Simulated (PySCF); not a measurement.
Compound: C3H10F2Si2.
Atom-mapped SMILES: `[F:1][CH:2]([F:3])[C@@H:4]([SiH3:5])[CH2:6][SiH3:7]`

Structure used (PBE0-D3(BJ)/def2-SVP), in Å, numbered top down from 1:
```xyz
17
C3H10F2Si2 angstrom
F     -2.1626   -0.9169    1.1728
C     -1.5203   -1.3912    0.0744
F     -2.4383   -1.5113   -0.9103
C     -0.4120   -0.4457   -0.3315
Si    -1.0877    1.3197   -0.6377
C      0.7256   -0.4803    0.6957
Si     2.2703    0.5402    0.3069
H     -1.1472   -2.4039    0.3183
H     -0.0434   -0.8116   -1.3065
H     -0.1163    2.0397   -1.5156
H     -1.1955    2.0530    0.6580
H     -2.4145    1.2740   -1.3128
H      1.0729   -1.5213    0.8367
H      0.3492   -0.1560    1.6815
H      1.9922    2.0060    0.3847
H      2.7664    0.2198   -1.0674
H      3.3323    0.2008    1.3015
```

A calculation gives these core lines: C 1s: 290.68 (area 1), 290.84 (area 1), 295.48 (area 1) eV; F 1s: 693.07 (area 1), 693.10 (area 1) eV; Si 1s: 1846.51 (area 1), 1846.59 (area 1) eV; Si 2p3/2: 106.75 (area 1), 106.84 (area 1) eV.

Method: PySCF 2.14.0, delta-SCF UKS SCAN, pcX-2 on the ionised atom, pcseg-1 elsewhere, spin-free X2C. Geometry: PBE0-D3(BJ)/def2-SVP, one conformer, isolated molecule.

Problem. Assign the C 1s lines to atoms.

Solution. 290.68 eV: C6 (sp3 carbon bound to silicon); 290.84 eV: C4 (sp3 carbon bound to silicon); 295.48 eV: C2 (CHF2 carbon). The listed C 1s values span 4.80 eV, from C6 (bonded to C, 2 H and Si) to C2 (bonded to 2 F, C and H). Summing the Pauling electronegativity differences to the bonded atoms, each weighted by its formal bond order, gives -1.35 for the lowest site and +2.51 for the highest; no listed site has a larger sum than the highest.

Bonded neighbours of each site: F1: C; C2: 2 F, C and H; F3: C; C4: 2 C, H and Si; Si5: C and 3 H; C6: C, 2 H and Si; Si7: C and 3 H.

Problem. Which photon energy gives electrons from Si 1s of Si5 a kinetic energy of 150 eV, and what is their de Broglie wavelength?

Solution. hν = 1846.51 + 150 = 1996.51 eV, recoil neglected; λ = 12.264 Å/√(E/eV) = 1.00 Å.

2p3/2 and 2p1/2 are the ΔSCF energy of one spin-free 2p hole plus the eigenvalues of a spin–orbit and ligand-field matrix of the shell. 2p1/2 minus 2p3/2 (ligand field included): Si 0.62 eV.
